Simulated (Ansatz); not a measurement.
```xyz
10

O    -0.532    0.781   -1.948
C    -1.034   -0.152   -1.370
N    -0.552   -0.675   -0.214
Ge    1.000   -0.015    0.575
O     0.693    1.539    1.363
H    -1.942   -0.662   -1.747
H    -1.045   -1.468    0.166
H     1.338   -1.092    1.621
H     2.079    0.247   -0.465
H    -0.004    1.497    2.021
```

Charge 0, multiplicity 1.

**Question.** List the CAM-B3LYP/def2-TZVPP orbital energies in eV (Ansatz). (Estimate.)

**Answer.** Computed: Occupied: -10852.96, -1357.13, -1208.09, -1208.08, -1208.07, -522.46, -521.82, -392.20, -281.76, -172.02, -122.35, -122.32, -122.28, -36.05, -35.96, -35.88, -35.83, -35.82, -30.78, -29.08, -26.78, -19.13, -17.63, -16.70, -14.95, -13.76, -13.45, -12.59, -12.04, -11.32, -10.39, -9.50, -9.13. Lowest empty: 0.90, 1.49, 1.91, 2.21, 2.47, 3.28, 3.63, 3.97.
